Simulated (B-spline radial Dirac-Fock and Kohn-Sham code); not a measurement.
**K-line shifts caused by a second vacancy in Sb⁵⁺**

System: the Sb⁵⁺ ion, [Kr] 4d10, inside a Watson sphere of charge -5 and radius 1.8 Å (a model of the Madelung potential; inside it an electron's potential energy is raised by 40.0 eV).

Input of the calculation (task.json; shells as n, l, electrons):

```json
{"items": [{
  "Z": 51,
  "q": 5,
  "cfg": [[1, 0, 2], [2, 0, 2], [2, 1, 6], [3, 0, 2], [3, 1, 6], [3, 2, 10], [4, 0, 2], [4, 1, 6], [4, 2, 10]],
  "A": 121,
  "rrms": 4.6802,
  "watson": [-5, 1.8],
  "do": ["binding", "quiet", "double"]
}]}
```

Command: `python xray_run.py task.json out`

Method: ΔSCF Dirac-Fock with Breit, self-energy and vacuum polarisation, finite nucleus, configuration average. Computed with an atomic code on a B-spline grid. Each two-hole energy is an average over J within one jj subconfiguration, not an observable level; in light atoms, where LS coupling holds, the j-resolved values are not observed lines, and for a K spectator the Kα1 hypersatellite is nearly forbidden. The model has no electron correlation.

Lines without a spectator: Kα2 (K-L2) 26109.1 eV, Kα1 (K-L3) 26357.6 eV, Kβ3 (K-M2) 29676.1 eV, Kβ1 (K-M3) 29723.0 eV. Shifts in eV with one spectator hole (a dash: not computed, or left out as unreliable):

```
spectator hole    Kα2    Kα1     Kβ3     Kβ1
    L2 (2p1/2)  +65.8  +83.2       –  +175.2
    L3 (2p3/2)  +63.5  +64.0  +153.9       –
    M2 (3p1/2)      –  +9.89  +21.98  +26.61
    M3 (3p3/2)  +7.20      –  +22.40  +21.87
    M4 (3d3/2)  +1.46  -1.26       –       –
    M5 (3d5/2)  -1.78  +0.25       –       –
```

Problem. Where does the K-L3 hypersatellite lie, emitted when both K electrons are missing?

Solution. +610.8 eV from the normal line, at 26968.4 eV. Removing both K electrons costs 61869.4 eV, which is 828.1 eV more than twice the K binding energy.

With n spectator holes in 2p, averaged over the 2p shell (energies in eV):

| n | KαLⁿ | step | hypersatellite KαʰLⁿ |
| --- | --- | --- | --- |
| 0 | 26274.7 | – | 26878.9 |
| 1 | 26343.8 | +69.1 | 26949.6 |
| 2 | 26414.3 | +70.4 | 27021.5 |
| 3 | 26486.0 | +71.7 | 27094.7 |
| 4 | 26559.0 | +73.0 | 27169.2 |
| 5 | 26633.3 | +74.3 | 27245.0 |
